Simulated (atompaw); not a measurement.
## Logarithmic derivatives: magnesium (Mg), PAW (atompaw)

atompaw 4.2.0.5 input, output lines left out:

```
Mg 12
LDA-PW scalarrelativistic loggrid 1500 logderivrange -8 5 326
3 3 0 0 0 0
3 1 0
0 0 0
c
v
v
v
v
1
1.15 0.95 0.80 1.10
n
n
custom rrkj vanderbiltortho sinc
2 0 troulliermartins
1.10
1.15
0.70
1.15
```

The phase is arctan(r·u′/u) with u = r·R(r), unwrapped; energies in Ry, scanned from -8 to 5 Ry. A pole is an energy at which the radial function vanishes at the test radius. The pseudo phase is shifted by a multiple of π to meet the all-electron one at the reference energy, and phase errors are pseudo minus all-electron; the curves can meet again beyond the range given. Levels narrower than the energy grid can be missing from the lists of poles.

```json
{"channel": "s", "radius (bohr)": "1.16", "reference energy (Ry)": "-0.35", "poles, all-electron": "-4.09", "poles, pseudo": "-4.09", "unbroken range about the reference energy with phases within 0.05 rad": "the whole range", "phase error 1 Ry above the reference energy (rad)": "+0.000"}
{"channel": "p", "radius (bohr)": "1.16", "reference energy (Ry)": "-0.10", "poles, all-electron": "-1.90", "poles, pseudo": "-1.90", "unbroken range about the reference energy with phases within 0.05 rad": "the whole range", "phase error 1 Ry above the reference energy (rad)": "-0.000"}
```

Phases in the p channel:

| E (Ry) | all-electron | pseudo |
| --- | --- | --- |
| -8.00 | 1.176 | 1.176 |
| -7.52 | 1.149 | 1.149 |
| -7.04 | 1.113 | 1.114 |
| -6.56 | 1.067 | 1.067 |
| -6.08 | 1.002 | 1.002 |
| -5.60 | 0.904 | 0.905 |
| -5.12 | 0.741 | 0.741 |
| -4.64 | 0.433 | 0.434 |
| -4.16 | -0.144 | -0.144 |
| -3.68 | -0.801 | -0.801 |
| -3.20 | -1.191 | -1.191 |
| -2.72 | -1.394 | -1.394 |
| -2.24 | -1.512 | -1.512 |
| -1.76 | -1.591 | -1.591 |
| -1.28 | -1.648 | -1.648 |
| -0.80 | -1.693 | -1.693 |
| -0.32 | -1.730 | -1.730 |
| 0.16 | -1.764 | -1.764 |
| 0.64 | -1.795 | -1.795 |
| 1.12 | -1.825 | -1.825 |
| 1.60 | -1.855 | -1.855 |
| 2.08 | -1.886 | -1.886 |
| 2.56 | -1.919 | -1.920 |
| 3.04 | -1.954 | -1.956 |
| 3.52 | -1.994 | -1.997 |
| 4.00 | -2.040 | -2.045 |
| 4.48 | -2.093 | -2.102 |
| 4.96 | -2.156 | -2.173 |
